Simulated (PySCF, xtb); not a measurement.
Al(F)(Me)(NHMe) (C2H7AlFN), SMILES C[NH][Al]([CH3])[F].

GFN2-xTB (xtb) at its own geometry gives an orbital gap of 3.65 eV and a dipole moment of 2.54 D.

The structure is a stationary point at B3LYP-D3(BJ)/def2-SVP. The structure was generated by enumeration; whether it is a known compound was not checked. The values are those of a single conformer.

### Question
What does PBE/def2-TZVP in PySCF give? (The exact figures need the calculation; the answer reports its results.)

### Answer
gap 4.72 eV (levels -5.50 and -0.79 eV), dipole 2.04 D.
